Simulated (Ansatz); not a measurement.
Ideal-gas functions of Al$_{2}$Cl$_{2}$F$_{2}$H$_{2}$ (`[Cl][Al@H-]1[F+][Al@@H-]([Cl])[F+]1`) at 298.15 K and 1 bar, from an Ansatz frequency run at PBE0-D4/def2-TZVP.

Molar mass 164.88 g/mol, point group C2v (symmetry number 2), electronic degeneracy 1, moments of inertia 203.065, 539.721, 638.543 u Å². Harmonic wavenumbers (cm⁻¹, unscaled): 43, 114, 157, 169, 236, 389, 399, 473, 514, 530, 565, 572, 601, 619, 626, 688, 2032, 2037.

Use S(trans) = R[1.5 ln M + 2.5 ln T − 1.1517]; rotational temperatures θ = 24.2544 K / I; S(rot) = R[ln(√π/σ · √(T³/θAθBθC)) + 1.5]; for each mode x = 1.438777 ν̃/T, S = R[x/(eˣ − 1) − ln(1 − e⁻ˣ)] and H = RT x/(eˣ − 1); 1 cm⁻¹ = 0.0119627 kJ/mol; R = 8.31446 J/(mol·K).

By hand: the entropy, in J/(mol·K).

Translation 172.5. Rotation: θ = 0.1194, 0.0449, 0.038 K, giving 117.9. Vibration, mode by mode: 21.40, 13.39, 10.82, 10.24, 7.67, 4.20, 4.04, 3.05, 2.61, 2.46, 2.15, 2.09, 1.87, 1.75, 1.70, 1.34, 0.00, 0.00, in all 90.8. Electronic 0.0. Sum 381.2 J/(mol·K).

By hand: H − E and G − E in kJ/mol, counted from the electronic energy.

Zero-point energy ½ × 10764 × 0.0119627 = 64.4; thermal vibration 14.5; translation, rotation and pV give 4 RT = 9.9. H − E = 88.8 kJ/mol, and G − E = 88.8 − 298.15 × 381.2/1000 = -24.9 kJ/mol.

Vibration gives 24 % of the entropy, 34.8 J/(mol·K) of it from the modes under 150 cm⁻¹: soft modes count most, and the harmonic formula is weakest for them.
